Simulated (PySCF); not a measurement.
Two-component Hartree-Fock for Pd²⁺ (palladium, charge +2)

Start: [Kr] 4d7 5p1; 4d3/2 filled at m_j = +1/2, +3/2; 4d5/2 filled at m_j = -3/2, -1/2, +1/2, +3/2, +5/2; 5p3/2 filled at m_j = +3/2. Calculated with PySCF 2.14 in x2c-SVPall-2c with one added diffuse shell each of s, p, d type (7s9p7d1f, 76 functions): generalised Hartree-Fock with the X2C-1e Hamiltonian and a Gaussian nucleus; one run each with spin-orbit coupling (SO) switched off, then screened by Boettger's factors. This is a chosen level, not necessarily the ground level.

| spinor shell | electrons | ε, spin-free (eV) | ε, screened SO (eV) | weight of nominal j (screened SO) | rms radius, screened SO (bohr) |
| --- | --- | --- | --- | --- | --- |
| 1s1/2 | 2 | -24504.7 | -24503.0 | 1.000 | 0.0366 |
| 2s1/2 | 2 | -3689.2 | -3688.8 | 1.000 | 0.150 |
| 2p1/2 | 2 | -3305.1 | -3415.7 | 1.000 | 0.130 |
| 2p3/2 | 4 | -3305.1 | -3253.8 | 1.000 | 0.135 |
| 3s1/2 | 2 | -728.26 | -728.13 | 1.000 | 0.403 |
| 3p1/2 | 2 | -598.60 | -618.56 | 1.000 | 0.399 |
| 3p3/2 | 4 | -598.60 | -589.27 | 1.000 | 0.410 |
| 3d3/2 | 4 | -392.79 | -396.46 | 0.991 | 0.387 |
| 3d5/2 | 6 | -392.79 | -390.21 | 0.994 | 0.390 |
| 4s1/2 | 2 | -137.05 | -137.05 | 1.000 | 1.01 |
| 4p1/2 | 2 | -96.937 | -102.63 | 0.841 | 1.09 |
| 4d5/2 | 5 | -40.918 | -41.821 | 0.531 | 1.42 |
| 4d3/2 | 2 | -40.918 | -38.899 | 0.621 | 1.43 |
| 5p3/2 | 1 | -18.504 | -18.373 | 1.000 | 3.50 |

(1) Where does 4p3/2 lie, and what is the 4p spin-orbit splitting (screened SO)?

```tsv
quantity	spin-free	screened SO
E (hartree)	-5040.52481	-5041.36173
M_J	6	6
⟨J²⟩	42.006	42.007
⟨L²⟩	20.005	20.265
⟨S²⟩	6.001	5.914
```

Each row is a mean over spinors that exchange with the open shell spreads, by up to 10.015 eV (4p3/2).

Rows whose weight is well below 1 are mixtures of j = l ± 1/2: exchange outweighs spin-orbit coupling there, and the label is only the starting occupation.

Breit and QED terms are absent; they matter most for the inner s and p1/2 levels.

Densities and radii are taken from the X2C orbitals without a picture-change correction, which distorts them close to the nucleus.

Without spin-orbit coupling the j labels of p, d and f shells carry no meaning; the spin-free column gives the mean over the occupied spinors of each nl shell.

## Answers

(1) At -94.220 eV, 8.413 eV above 4p1/2.
